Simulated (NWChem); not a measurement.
System: CH₅FSi; SMILES FC[SiH3]

The following NWChem deck was run.

```
start job
memory heap 200 mb stack 900 mb global 1100 mb
geometry units angstroms noautoz
  F     -0.418908     1.623901     0.000000
  C      0.615566     0.689004     0.000000
  Si    -0.117440    -1.078053     0.000000
  H      1.258818     0.849902    -0.895950
  H      1.258818     0.849902     0.895950
  H     -0.964479    -1.272114     1.224735
  H     -0.964479    -1.272114    -1.224735
  H      1.007402    -2.078930     0.000000
end
basis spherical
  * library def2-svp
end
dft
  xc pbe0
  iterations 150
  mulliken
end
task dft energy
```

Parts of the log:

```
             Northwest Computational Chemistry Package (NWChem) 7.3.0
             --------------------------------------------------------

 CS  symmetry detected

                             Geometry "geometry" -> ""
                             -------------------------

 Output coordinates in angstroms (scale by  1.889725989 to convert to a.u.)

  No.       Tag          Charge          X              Y              Z
 ---- ---------------- ---------- -------------- -------------- --------------
    1 F                    9.0000    -0.38484927     1.60990955     0.00000000
    2 C                    6.0000     0.63175376     0.65561025     0.00000000
    3 Si                  14.0000    -0.13454927    -1.09726394     0.00000000
    4 H                    1.0000     1.27793442     0.80431077    -0.89595000
    5 H                    1.0000     1.27793442     0.80431077     0.89595000
    6 H                    1.0000    -0.98510783    -1.27526640     1.22473500
    7 H                    1.0000    -0.98510783    -1.27526640    -1.22473500
    8 H                    1.0000     0.97115741    -2.11924096     0.00000000

 Effective nuclear repulsion energy (a.u.)     108.7285530464

      Symmetry information
      --------------------

 Group name             Cs
 Group number              2
 Group order               2
 No. of unique centers     6

                                 NWChem DFT Module
                                 -----------------

 Summary of "ao basis" -> "ao basis" (spherical)
 ------------------------------------------------------------------------------
       Tag                 Description            Shells   Functions and Types
 ---------------- ------------------------------  ------  ---------------------
 F                          def2-svp                 6       14   3s2p1d
 C                          def2-svp                 6       14   3s2p1d
 Si                         def2-svp                 8       18   4s3p1d
 H                          def2-svp                 3        5   2s1p

      Symmetry analysis of basis
      --------------------------

        a'         47
        a"         24

            General Information
            -------------------
          SCF calculation type: DFT
          Wavefunction type:  closed shell.
          No. of atoms     :     8
          No. of electrons :    34
           Alpha electrons :    17
            Beta electrons :    17
          Charge           :     0
          Spin multiplicity:     1
          Use of symmetry is: on ; symmetry adaption is: on
          Maximum number of iterations: 150
          AO basis - number of functions:    71
                     number of shells:    35
          Convergence on energy requested:  1.00D-06
          Convergence on density requested:  1.00D-05
          Convergence on gradient requested:  5.00D-04

              XC Information
              --------------
                         PBE0 Method XC Functional
                     Hartree-Fock (Exact) Exchange  0.250
          PerdewBurkeErnzerhof Exchange Functional  0.750
            Perdew 1991 LDA Correlation Functional  1.000 local
           PerdewBurkeErnz. Correlation Functional  1.000 non-local

             Grid Information
             ----------------
          Grid used for XC integration:  medium
          Radial quadrature: Mura-Knowles
          Angular quadrature: Lebedev.
          Tag              B.-S. Rad. Rad. Pts. Rad. Cut. Ang. Pts.
          ---              ---------- --------- --------- ---------
          F                   0.50       49          10.0       434
          C                   0.70       49           8.0       434
          Si                  1.10       88           8.0       590
          H                   0.35       45          10.0       434
          Grid pruning is: on
          Number of quadrature shells:   321
          Spatial weights used:  Erf1

      Superposition of Atomic Density Guess
      -------------------------------------

 Sum of atomic energies:        -428.15226127

      Non-variational initial energy
      ------------------------------

 Total energy =    -429.095815
 1-e energy   =    -808.502143
 2-e energy   =     270.677775
 HOMO         =      -0.345028
 LUMO         =       0.083170

      Symmetry analysis of molecular orbitals - initial
      -------------------------------------------------

  Numbering of irreducible representations:

     1 a'          2 a"

  Orbital symmetries:

     1 a'          2 a'          3 a'          4 a'          5 a"
     6 a'          7 a'          8 a'          9 a'         10 a'
    11 a'         12 a"         13 a'         14 a"         15 a'
    16 a"         17 a'         18 a'         19 a'         20 a"
    21 a'         22 a'         23 a"         24 a'         25 a'
    26 a"         27 a'

     ---------------------------------------------
      Total Density - Mulliken Population Analysis
     ---------------------------------------------

    Atom       Charge   Shell Charges
 -----------   ------   -------------------------------------------------------
    1 F    9     9.46   1.99  1.14  0.79  3.45  2.08  0.00
    2 C    6     5.88   1.99  0.93  0.29  1.74  0.89  0.05
    3 Si  14    13.61   2.00  1.99  1.02  0.29  5.94  1.14  1.11  0.13
    4 H    1     0.92   0.68  0.21  0.02
    5 H    1     0.92   0.68  0.21  0.02
    6 H    1     1.08   0.70  0.37  0.01
    7 H    1     1.08   0.70  0.37  0.01
    8 H    1     1.06   0.69  0.37  0.01

   convergence    iter        energy       DeltaE   RMS-Dens  Diis-err
 ---------------- ----- ----------------- --------- --------- ---------
 d= 0,ls=0.0,diis     1   -429.9059618742 -5.39D+02  1.15D-02  3.79D-01
 d= 0,ls=0.0,diis     2   -429.8996163210  6.35D-03  5.77D-03  5.69D-01
 d= 0,ls=0.0,diis     3   -429.9515148755 -5.19D-02  8.85D-04  1.12D-02
 d= 0,ls=0.0,diis     4   -429.9523864215 -8.72D-04  3.04D-04  6.39D-04
 d= 0,ls=0.0,diis     5   -429.9524527354 -6.63D-05  8.17D-05  4.72D-05
  Resetting Diis
 d= 0,ls=0.0,diis     6   -429.9524588002 -6.06D-06  2.05D-05  1.87D-06
 d= 0,ls=0.0,diis     7   -429.9524590770 -2.77D-07  5.75D-06  5.68D-08

         Total DFT energy =     -429.952459077044
      One electron energy =     -810.804656008069
           Coulomb energy =      310.468729272214
    Exchange-Corr. energy =      -38.345085387580
 Nuclear repulsion energy =      108.728553046392

 Numeric. integr. density =       34.000003131940

                  Occupations of the irreducible representations
                  ----------------------------------------------

                     irrep           alpha         beta
                     --------     --------     --------
                     a'               13.0         13.0
                     a"                4.0          4.0

                       DFT Final Molecular Orbital Analysis
                       ------------------------------------

 Vector   15  Occ=2.000000D+00  E=-3.629629D-01  Symmetry=a'
              MO Center=  1.3D-01, -1.5D+00,  2.4D-12, r^2= 2.3D+00
   Bfn.  Coefficient  Atom+Function         Bfn.  Coefficient  Atom+Function
  ----- ------------  ---------------      ----- ------------  ---------------
    67      0.362217  8 H  s                 36      0.281038  3 Si px
    68      0.204597  8 H  s                 39      0.201788  3 Si px
    57     -0.194535  6 H  s                 62     -0.194535  7 H  s
    33     -0.158694  3 Si px                58     -0.108011  6 H  s
    63     -0.108011  7 H  s                 37     -0.101174  3 Si py

 Vector   16  Occ=2.000000D+00  E=-3.472341D-01  Symmetry=a"
              MO Center= -1.5D-01, -3.2D-02,  3.0D-14, r^2= 3.7D+00
   Bfn.  Coefficient  Atom+Function         Bfn.  Coefficient  Atom+Function
  ----- ------------  ---------------      ----- ------------  ---------------
     6      0.336668  1 F  pz                 9     -0.243377  1 F  pz
    20      0.240022  2 C  pz                57     -0.233178  6 H  s
    62      0.233178  7 H  s                 47     -0.214884  4 H  s
    52      0.214884  5 H  s                 38     -0.197207  3 Si pz
    58     -0.155127  6 H  s                 63      0.155127  7 H  s

 Vector   17  Occ=2.000000D+00  E=-3.161556D-01  Symmetry=a'
              MO Center=  1.7D-01,  3.9D-01, -1.8D-13, r^2= 2.5D+00
   Bfn.  Coefficient  Atom+Function         Bfn.  Coefficient  Atom+Function
  ----- ------------  ---------------      ----- ------------  ---------------
     5      0.324007  1 F  py                19      0.302599  2 C  py
    37     -0.251338  3 Si py                 8     -0.248890  1 F  py
     4      0.245485  1 F  px                18      0.214611  2 C  px
     7     -0.179579  1 F  px                17     -0.167888  2 C  s
    22      0.142087  2 C  py                31     -0.142008  3 Si s

 Vector   18  Occ=0.000000D+00  E= 3.573139D-02  Symmetry=a'
              MO Center=  9.9D-02, -9.2D-01, -2.4D-14, r^2= 4.6D+00
   Bfn.  Coefficient  Atom+Function         Bfn.  Coefficient  Atom+Function
  ----- ------------  ---------------      ----- ------------  ---------------
    17      1.662443  2 C  s                 40     -1.238725  3 Si py
    48     -0.546434  4 H  s                 53     -0.546434  5 H  s
    39     -0.487742  3 Si px                22     -0.433653  2 C  py
    68     -0.392882  8 H  s                 58     -0.299932  6 H  s
    63     -0.299932  7 H  s                 32     -0.242229  3 Si s

 Vector   19  Occ=0.000000D+00  E= 4.545092D-02  Symmetry=a'
              MO Center=  4.3D-03, -6.1D-01,  3.0D-14, r^2= 3.8D+00
   Bfn.  Coefficient  Atom+Function         Bfn.  Coefficient  Atom+Function
  ----- ------------  ---------------      ----- ------------  ---------------
    39      1.119774  3 Si px                68     -0.961708  8 H  s
    58      0.526732  6 H  s                 63      0.526732  7 H  s
    17     -0.377937  2 C  s                 40     -0.338811  3 Si py
     3      0.310889  1 F  s                 22     -0.216516  2 C  py
    67     -0.186464  8 H  s                  5      0.180722  1 F  py

 Vector   20  Occ=0.000000D+00  E= 6.237481D-02  Symmetry=a"
              MO Center= -4.7D-02, -1.1D+00, -3.9D-14, r^2= 3.8D+00
   Bfn.  Coefficient  Atom+Function         Bfn.  Coefficient  Atom+Function
  ----- ------------  ---------------      ----- ------------  ---------------
    41      1.554288  3 Si pz                58     -1.097466  6 H  s
    63      1.097466  7 H  s                 38      0.227207  3 Si pz
    57     -0.168003  6 H  s                 62      0.168003  7 H  s
    45     -0.164889  3 Si d  1              35     -0.135710  3 Si pz
    48      0.133712  4 H  s                 53     -0.133712  5 H  s

     ---------------------------------------------
      Total Density - Mulliken Population Analysis
     ---------------------------------------------

    Atom       Charge   Shell Charges
 -----------   ------   -------------------------------------------------------
    1 F    9     9.29   1.99  1.13  0.81  3.33  2.02  0.01
    2 C    6     6.00   1.99  0.91  0.25  2.00  0.79  0.06
    3 Si  14    13.66   2.00  1.98  1.05  0.22  5.93  1.33  0.98  0.17
    4 H    1     0.93   0.74  0.17  0.02
    5 H    1     0.93   0.74  0.17  0.02
    6 H    1     1.06   0.73  0.32  0.01
    7 H    1     1.06   0.73  0.32  0.01
    8 H    1     1.07   0.73  0.33  0.01

     -------------------------------------------
      Total Density - Lowdin Population Analysis
     -------------------------------------------

    Atom       Charge   Shell Charges
 -----------   ------   -------------------------------------------------------
    1 F    9     9.16   1.98  1.02  0.76  3.22  2.18  0.01
    2 C    6     6.05   1.96  0.62  0.35  1.80  1.20  0.12
    3 Si  14    13.59   2.00  1.93  0.68  0.35  5.82  1.34  1.23  0.25
    4 H    1     0.97   0.64  0.27  0.07
    5 H    1     0.97   0.64  0.27  0.07
    6 H    1     1.08   0.63  0.42  0.02
    7 H    1     1.08   0.63  0.42  0.02
    8 H    1     1.09   0.63  0.43  0.02

     Multipole analysis of the density
     ---------------------------------

     L   x y z        total         alpha         beta         nuclear
     -   - - -        -----         -----         ----         -------
     0   0 0 0     -0.000000    -17.000000    -17.000000     34.000000

     1   1 0 0      0.532916      0.266458      0.266458     -0.000000
     1   0 1 0     -0.342466     -0.171233     -0.171233      0.000000
     1   0 0 1      0.000000      0.000000      0.000000      0.000000

     2   2 0 0    -19.432641    -27.806191    -27.806191     36.179741
     2   1 1 0      1.199065     -2.053775     -2.053775      5.306615
     2   1 0 1      0.000000      0.000000      0.000000      0.000000
     2   0 2 0    -22.031538   -103.503985   -103.503985    184.976433
     2   0 1 1     -0.000000     -0.000000     -0.000000      0.000000
     2   0 0 2    -19.571243    -18.008719    -18.008719     16.446195
```

Level: PBE0/def2-SVP. Coordinates come from a PBE-D3(BJ)/def2-SVP optimisation.
